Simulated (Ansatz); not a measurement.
Input file for CH$_{5}$AlN$_{2}$O, SMILES `C=[N][Al]([NH2])[OH]`:

```yaml
crystal:
  periodic: [false, false, false]
  atoms:
    - {symbol: C, position_ang: [-1.263775, 0.479794, -1.935379]}
    - {symbol: N, position_ang: [-0.481896, 0.433208, -0.971282]}
    - {symbol: Al, position_ang: [0.581303, -0.105230, 0.312139]}
    - {symbol: N, position_ang: [-0.052540, -0.298948, 1.947309]}
    - {symbol: O, position_ang: [2.213896, -0.342638, -0.075649]}
    - {symbol: H, position_ang: [-1.647415, -0.417240, -2.451629]}
    - {symbol: H, position_ang: [-1.631544, 1.434760, -2.347112]}
    - {symbol: H, position_ang: [0.479956, -0.583919, 2.751320]}
    - {symbol: H, position_ang: [-1.009270, -0.124795, 2.205959]}
    - {symbol: H, position_ang: [2.894484, -0.526093, 0.567324]}
basis:
  gaussian: {orbitals: def2-TZVPP}
correlation: {method: ccsd_t}
```

```sh
$ ansatz run in.yaml --threads 4 --pin off --events-out ev --progress --plain --max-ram 10444MiB
```

Log, shortened:

```
Functional definition: HF
1420 factors; integrals over basis functions are off by at most 9.9e-4 eV
mean field evaluation 1: about -12692.1457 eV, gradient 5.9e1 eV
mean field evaluation 2: about -12692.2984 eV, gradient 5.9e1 eV
mean field evaluation 4: about -12698.7437 eV, gradient 4.0e0 eV
mean field evaluation 8: about -12698.8227 eV, gradient 3.9e-1 eV
mean field evaluation 16: about -12698.8239 eV, gradient 2.1e-6 eV
mean field -12698.82386567 eV, -466.6731694914 hartree, gradient 2.1e-6 eV, S^2 0.000000; 0 other end points of the search recorded, 0 dependent functions left out
9 core orbitals not correlated: weight in the atoms' cores, before any rotation towards them, 1.000 or more for the frozen orbitals, at most 0.000 for the correlated occupied ones
reference -12698.82386567 eV, -466.6731694914 hartree; 14, 14 occupied and 213, 213 virtual orbitals, 1420 factors
second order -24.12407634 eV of doubles, -0.00000000 eV of singles
cycle   1  -24.10413231 eV  change    2.0e-2 eV  update   1.0e-1
cycle   2  -24.65651879 eV  change   -5.5e-1 eV  update   3.1e-2
cycle   3  -24.79269830 eV  change   -1.4e-1 eV  update   1.6e-2
cycle   4  -24.77918244 eV  change    1.4e-2 eV  update   4.0e-3
cycle   5  -24.77923241 eV  change   -5.0e-5 eV  update   1.8e-3
cycle   6  -24.78001816 eV  change   -7.9e-4 eV  update   5.1e-4
cycle   7  -24.77971285 eV  change    3.1e-4 eV  update   2.0e-4
cycle   8  -24.77965400 eV  change    5.9e-5 eV  update   7.4e-5
cycle   9  -24.77967489 eV  change   -2.1e-5 eV  update   3.1e-5
perturbative correction -0.98759770 eV, -0.0362935461 hartree
Total energy: -12724.59113826 eV, -467.6200992935 hartree
```

Hardware: 4 threads of an Arm Neoverse V2 on a shared host. Wall time 72 s, peak host memory 4.4 GiB.

Correlation energy per correlated electron: -0.920 eV. T1 diagnostic: 0.0121.
